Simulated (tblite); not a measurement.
FSn (SMILES [F][Sn+]), charge +1, singlet, geometry from GFN2-xTB (such geometries of metal compounds can be far from the true shape); GFN1-xTB (tblite).

Here is a job for tblite.
```
$ tblite run mol.xyz --method gfn1 --charge 1 --spin 0 --grad --json tblite.json --no-restart

# file mol.xyz
2

Sn    -0.00000000    -0.00000000    -0.31245265
F      0.00000000     0.00000000     1.73584808
```

Q: Write the output that tblite gives for this input, abridged.

A: 
```
xTB calculator
 | screened Coulomb repulsion
 | Coulomb electrostatics
 |  * isotropic Klopman-Ohno-Mataga-Nishimoto electrostatics
 |  * onsite third-order electrostatics
 | DFT-D3(BJ) dispersion correction

halogen bonding energy    0.0000000000000E+00 Eh
repulsion energy          5.3873479454466E-04 Eh
dispersion energy        -1.8243841109472E-04 Eh
number of electrons       1.0000000000000E+01 e
integral cutoff           2.8182813135037E+01 bohr

------------------------------------------------------------
  cycle        total energy    energy error   density error
------------------------------------------------------------
      1     -6.981976506722  -6.9823328E+00   9.8130930E-01
      2     -7.136871564421  -1.5489506E-01   4.3392518E-01
      3     -7.128320905601   8.5506588E-03   2.0065755E-01
      4     -7.110600233087   1.7720673E-02   3.9092697E-01
      5     -7.160802708127  -5.0202475E-02   4.8220874E-02
      6     -7.160919094539  -1.1638641E-04   4.1294407E-02
      7     -7.161656917389  -7.3782285E-04   1.8535844E-04
      8     -7.161656895674   2.1715933E-08   3.4070766E-04
      9     -7.161656935502  -3.9828350E-08   1.5056049E-04
     10     -7.161656945092  -9.5901260E-09   5.3687986E-06
------------------------------------------------------------

electronic energy        -7.1620132414755E+00 Eh
total energy             -7.1616569450920E+00 Eh

Post processing:
 | Mayer-Wiberg bond orders

[Info] Tight-binding results written to 'tblite.txt'
[Info] JSON dump of results written to 'tblite.json'
```
